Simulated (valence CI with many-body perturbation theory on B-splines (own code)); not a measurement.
**Kr14+: one-electron terms**

Computed by relativistic CI+MBPT: four valence electrons over a frozen Dirac-Fock core [Ar], radial functions for each j: 7 s, 7 p, 8 d, 6 f, 4 g, 1 h, with the one-electron correlation potential Σ1 (screened to all orders), the two-electron term Σ2, the three-electron term Σ3, Breit, model QED; selected single and double excitations, second order for the rest, scaled by the run's own slope (own B-spline code, finite nucleus).

No measured levels were compared; by estimate terms of the open shell hold to 2 to 4 % of their energy, and close levels can change places. The list stops below the first excitations out of the core. Only levels of the ground parity were solved; by the run's estimate the other parity begins above the list, which can be wrong where configurations are misplaced.

These are the spectroscopic orbitals of the CI (the correlating ones are not listed), shaped by the core and the other valence electrons. h is the expectation value of the core's Dirac-Fock operator, without the valence repulsion; Σ1 is computed up to l = 3 at one energy for each symmetry, that of its lowest orbital but kept below the first core excitation, so for empty shells it is not the orbital's own correlation shift; Breit and QED include the response of the core.

```
Orbital  h (hartree)  Σ1 (cm⁻¹)  Breit (cm⁻¹)  QED (cm⁻¹)  ⟨r⟩ (bohr)
  4s1/2      -14.054      -6606           586         421       1.060
  5s1/2      -8.2876      -2303           270         195       1.803
  6s1/2      -5.4742      -1106           144         105       2.751
  4p1/2      -13.126      -7018           888       -39.7       1.089
  5p1/2      -7.8502      -2555           426       -18.6       1.861
  6p1/2      -5.2344      -1253           234       -10.1       2.838
  4p3/2      -13.004      -6854           555        -1.9       1.101
  5p3/2      -7.7939      -2522           267        -0.7       1.875
  6p3/2      -5.2038      -1242           150        -0.3       2.855
  3d3/2      -23.383     -21018          1021        -187      0.4605
  4d3/2      -11.577      -6549           309       -39.3       1.131
  5d3/2      -7.1348      -2680           153       -18.3       1.963
  3d5/2      -23.308     -20733           221        -141      0.4627
  4d5/2      -11.555      -6501           107       -27.8       1.134
  5d5/2       -7.124      -2660          54.0       -12.8       1.967
  4f5/2      -10.289      -9189         -18.4       -13.5       1.111
  5f5/2      -6.5631      -4352         -10.4        -7.7       1.987
  4f7/2      -10.285      -8949         -60.9       -10.7       1.112
  5f7/2      -6.5606      -4222         -33.8        -6.2       1.988
  5g7/2      -6.3206                     -0.9        -0.8       1.823
  5g9/2      -6.3196                     -2.8        -0.2       1.823
```

Among the shells of the start configuration 3d4, Σ1 is largest in size for 3d3/2, where it is 0.41 % of h.

Lowest root of each symmetry, sizes in configuration state functions:

| J | Parity | Roots | Reference | Variational | Second order | Change by selected CI (cm⁻¹) | Change by second order (cm⁻¹) |
| --- | --- | --- | --- | --- | --- | --- | --- |
| 0 | even | 6 | 37 | 7494 | 50694 | -7171 | -3 |
| 1 | even | 5 | 93 | 15655 | 105053 | -7055 | -3 |
| 2 | even | 9 | 133 | 21964 | 119203 | -6980 | -3 |
| 3 | even | 7 | 136 | 23146 | 200596 | -6971 | -4 |
| 4 | even | 8 | 121 | 22356 | 151843 | -7029 | -3 |
| 5 | even | 3 | 88 | 18511 | 94192 | -9064 | -6 |
| 6 | even | 3 | 56 | 14603 | 130579 | -9040 | -6 |
